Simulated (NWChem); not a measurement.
Molecule: C$_{2}$H$_{3}$F$_{3}$Si; SMILES C(=C(F)[SiH3])(F)F

```xyz
9

F     -1.4928     1.0924     0.0000
C     -0.1822     1.0168     0.0000
F      0.3737     2.1960     0.0000
C      0.4600    -0.1549     0.0000
F      1.8034    -0.1249     0.0000
Si    -0.3990    -1.8354     0.0000
H      0.6823    -2.8594     0.0000
H     -1.2553    -1.9853     1.2130
H     -1.2553    -1.9853    -1.2130
```
Atoms are numbered in this order, from 1.

This is a stationary point of PBE0/def2-SVP (NWChem), point group Cs. 

Task: Is it a minimum? If not, what does it relax to?

Result: No. It has an imaginary frequency of 89i cm⁻¹. Following that mode (on a finer grid) lowers the energy by 0.8 kcal/mol and ends, with real frequencies alone, at point group Cs:
```xyz
9

F     -1.3727     1.1114    -0.6817
C     -0.1707     1.0014    -0.1748
F      0.4126     2.1627    -0.0585
C      0.3780    -0.1671     0.1759
F      1.6243    -0.1253     0.6848
Si    -0.4054    -1.8694     0.0350
H      0.4463    -2.7232    -0.8429
H     -0.4735    -2.4848     1.3921
H     -1.7702    -1.7253    -0.5421
```
